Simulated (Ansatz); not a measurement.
`CC[SiH](F)[SiH3]`, 14 atoms. Charge 0, multiplicity 1. All runs use 4 threads of a server CPU on a shared host. Correlated methods freeze the cores.

Q: How many basis functions does each run have, and how long does it take in Ansatz? RKS r2SCAN0-D4/def2-TZVPP energy; RKS PBE0-D4/def2-SVP energy; RKS PBE0-D4/def2-TZVP frequencies; RKS ωB97M-V/def2-QZVPP energy; RHF-MP2/def2-QZVPP energy; RKS B97M-V/def2-TZVPP energy; RKS PBE0-D4/def2-TZVP relaxation (7 steps); RHF-CCSD(T)/def2-SVP energy; RKS B3LYP-D4/def2-TZVPP energy and forces; RHF-CCSD(T)/def2-TZVPP energy; RKS PBE0-D4/def2-TZVPP energy; direct RPA on PBE orbitals/def2-TZVPP energy. (An estimate is asked.)

A: Ansatz gave: Other jobs shared the machine, so times are rough.

| level | job | functions | wall time | peak host memory (GiB) |
| --- | --- | --- | --- | --- |
| RKS PBE0-D4/def2-SVP | energy | 123 | 1.7 s | 0.3 |
| RKS PBE0-D4/def2-TZVPP | energy | 303 | 5.5 s | 0.88 |
| RKS B3LYP-D4/def2-TZVPP | energy and forces | 303 | 8.5 s | 1 |
| direct RPA on PBE orbitals/def2-TZVPP | energy | 303 | 9 s | 0.82 |
| RKS r2SCAN0-D4/def2-TZVPP | energy | 303 | 9 s | 0.91 |
| RHF-CCSD(T)/def2-SVP | energy | 123 | 11 s | 0.68 |
| RKS B97M-V/def2-TZVPP | energy | 303 | 16 s | 0.55 |
| RKS ωB97M-V/def2-QZVPP | energy | 581 | 36 s | 2.8 |
| RKS PBE0-D4/def2-TZVP | relaxation (7 steps) | 221 | 37 s | 0.64 |
| RHF-MP2/def2-QZVPP | energy | 581 | 44 s | 4.5 |
| RKS PBE0-D4/def2-TZVP | frequencies | 221 | 4.8 min | 0.71 |
| RHF-CCSD(T)/def2-TZVPP | energy | 303 | 20 min | 3.9 |

B3LYP here is the variant with VWN-RPA as its local correlation; programs differ in this.
